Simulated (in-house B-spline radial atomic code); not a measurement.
**BHandHLYP excitations of Sb5+**

Method: BHandHLYP. Computed with an all-electron radial atomic-structure program (B-spline basis): linear response of the closed shell [Kr] 4d10 with the functional's adiabatic kernel; scalar-relativistic (spin-free one-electron X2C), finite nucleus, no spin-orbit coupling, no double excitations, S, P, D and F terms only; shells from n = 2 respond. Only terms of natural parity with L up to 3 were computed.

Command:
```bash
python run_td.py task.json out
```
Settings (radii: box in bohr, nucleus in fm):
```
Z                        51
electrons                46
configuration            [Kr] 4d10
hamiltonian              x2c
method                   bhandhlyp
box_radius               16.35
rms_radius               4.6802
intervals                70
```

Time taken, with all properties: 5 s on 1 thread of Intel(R) Xeon(R) Platinum 8259CL CPU @ 2.50GHz (Skylake/Cascade Lake) (shared host).

The lowest states, in the order of their Tamm-Dancoff energies; the method's threshold (minus the highest occupied level) is 95.43 eV. Labels give the largest channel, * marks a mixed state, and oscillator strengths are full-response dipole values. Semilocal kernels can invert the small singlet-triplet splittings of Rydberg terms. Energies in eV:

| state | full response | Tamm-Dancoff | oscillator strength |
| --- | --- | --- | --- |
| 4d → 5s 3D | 29.423 | 29.445 | - |
| 4d → 5s 1D | 30.34 | 30.35 | - |
| 4d → 5p 3P | 40.66 | 40.69 | - |
| 4d → 5p 3F | 41.06 | 41.08 | - |
| 4d → 5p 1F | ? | ? | - |
| 4d → 5p 1P | 42.52 | 42.61 | 0.908 |
| 4d → 5d 3S | 56.72 | 56.75 | - |
| 4d → 5d 3D | 57.56 | 57.57 | - |
| 4d → 5d 1D | 58.12 | 58.13 | - |
| 4d → 4f 3P | 59.59 | 59.62 | - |
| 4d → 4f 3F | 60.91 | 60.94 | - |
| 4d → 5d 1S | 61.63 | 62.08 | - |
| 4d → 4f 1F | 62.37 | 62.39 | - |
| 4d → 6s 3D | 62.60 | 62.61 | - |
| 4d → 6s 1D | 62.82 | 62.83 | - |
| 4d → 4f 1P | ? | ? | ? |
| 4d → 6p 3P | 67.11 | 67.12 | - |
| 4d → 6p 3F | 67.25 | 67.25 | - |
| 4d → 6p 1F | 67.40 | 67.41 | - |
| 4d → 6p 1P | 67.82 | 67.93 | 1.04 |
| 4d → 6d 3S | 73.67 | 73.68 | - |
| 4d → 5f 3P | 73.80 | 73.81 | - |

(1) Where does 4d → 4f 1P lie?

(2) Where does 4d → 5p 1F lie?

(3) How large is the singlet-triplet splitting of 4d → 5s (D terms) in Tamm-Dancoff?

(4) What polarisabilities and dispersion coefficient does the method give?

Results:

(1) At 66.44 eV in full response, 66.80 eV in Tamm-Dancoff, oscillator strength 2.35.

(2) At 41.68 eV in full response, 41.68 eV in Tamm-Dancoff.

(3) 0.909 eV, from the unrounded values.

(4) Dipole 1.723 bohr³, quadrupole 2.907 bohr⁵, C6 5.912 hartree·bohr⁶ for two such species.
